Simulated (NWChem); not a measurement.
Species: AuH3O2; SMILES [OH][Au]<-[OH2]

```xyz
6

Au     0.0093    -0.0458    -0.0009
O     -0.1049    -1.9945     0.0088
H      0.8231    -2.2988    -0.0632
O      0.0280     2.1232    -0.0026
H     -0.3984     2.4432     0.8178
H     -0.5416     2.4454    -0.7299
```
Atoms are numbered in this order, from 1.

Program: NWChem. Medium grid unless said otherwise, to which SCAN and Minnesota functionals are sensitive. Coordinates come from a PBE-D3(BJ)/def2-SVP optimisation. def2 effective core potentials on Au; no spin-orbit coupling. Total energies of different functionals are on different scales.

```
level            energy (Ha)  highest occupied level (eV)  orbital gap (eV)  dipole (D)
---------------  -----------  ---------------------------  ----------------  ----------
B3LYP/def2-SVP     -287.9079                        -6.09              4.83        5.79
PBE/def2-SVP       -287.7428                        -4.81              2.95        5.49
revPBE/def2-SVP    -287.8975                        -4.74              2.97        5.49
M06-L/def2-SVP     -287.9216                        -4.88               [?]        5.77
TPSS/def2-SVP      -287.8428                        -4.86              3.21        5.59
MN15/def2-SVP      -287.4711                        -7.23              7.11        5.96
RPBE/def2-SVP      -287.9443                        -4.74              2.93        5.47
```

Problem. Some entries are withheld; supply them.

Solution. 
- M06-L/def2-SVP, orbital gap (eV): 3.58
